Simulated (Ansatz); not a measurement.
Breaking the H–H spacing in H8 chain (multiplicity 1 held). Energies count from the point at 0.900 Å.
Geometry at that point (charge 0, multiplicity 1):
```xyz
8

H      0.00000     0.00000     0.00000
H      0.00000     0.00000     0.90000
H      0.00000     0.00000     1.80000
H      0.00000     0.00000     2.70000
H      0.00000     0.00000     3.60000
H      0.00000     0.00000     4.50000
H      0.00000     0.00000     5.40000
H      0.00000     0.00000     6.30000
```

R- and RO- levels are restricted; in cc, def2 and unpolarised 6-31G sets they are followed outwards from rest. Unrestricted levels (U-) break spin symmetry where that is lower. Active spaces are followed from rest. Left out are points that failed, MP2 points that dive below the minimum, coupled-cluster points behind a jump of the amplitudes or a sharp parting from full CI or MRCI, small-basis points behind a change of solution, and semi-empirical points at long bonds. Curves can end on different states.

Codes used: Ansatz (a quantum-chemistry and plane-wave program). 

Energies in kJ/mol.

| R (Å) | R-HF/cc-pVDZ | U-MP2/cc-pVDZ | U-SCS-MP2/cc-pVDZ | U-CCSD/cc-pVDZ | U-CCSD(T)/cc-pVDZ | FIC-MRCISD+Q on CASSCF(8,8)/cc-pVDZ |
|---|---|---|---|---|---|---|
| 0.700 | 569 | 576 | 583 | 592 | 594 | 593 |
| 0.800 | 147 | 150 | 153 | 159 | ___ | 159 |
| 0.900 | 0 | 0 | 0 | 0 | 0 | 0 |
| 1.100 | 103 | 151 | 155 | 88 | 80 | 72 |
| 1.300 | 413 | 442 | 452 | 362 | 357 | 332 |
| 1.500 | 773 | 722 | 741 | 643 | 643 | 612 |
| 1.800 | 1288 | 999 | 1030 | 961 | ___ | 943 |
| 2.100 | left out | 1120 | 1157 | 1141 | 1148 | 1136 |
| 2.500 | 2197 | 1173 | 1213 | 1242 | ___ | 1247 |
| 3.000 | 2618 | 1188 | 1228 | 1277 | 1286 | 1286 |
| 3.600 | 2949 | 1191 | 1232 | 1285 | 1294 | 1295 |

Task: Fill in the missing entries.

Result: 
- 1.800, U-CCSD(T)/cc-pVDZ: 966
- 2.500, U-CCSD(T)/cc-pVDZ: 1250
- 0.800, U-CCSD(T)/cc-pVDZ: 160

Doubts at one or more of the structures used: a restricted determinant that unrestricted orbitals would lower (R-HF/cc-pVDZ); a spin-contaminated determinant (U-MP2/cc-pVDZ, U-SCS-MP2/cc-pVDZ, U-CCSD/cc-pVDZ, U-CCSD(T)/cc-pVDZ); T1 above 0.05 (U-CCSD/cc-pVDZ, U-CCSD(T)/cc-pVDZ); the program's own flag: large difference (U-CCSD/cc-pVDZ, U-CCSD(T)/cc-pVDZ).
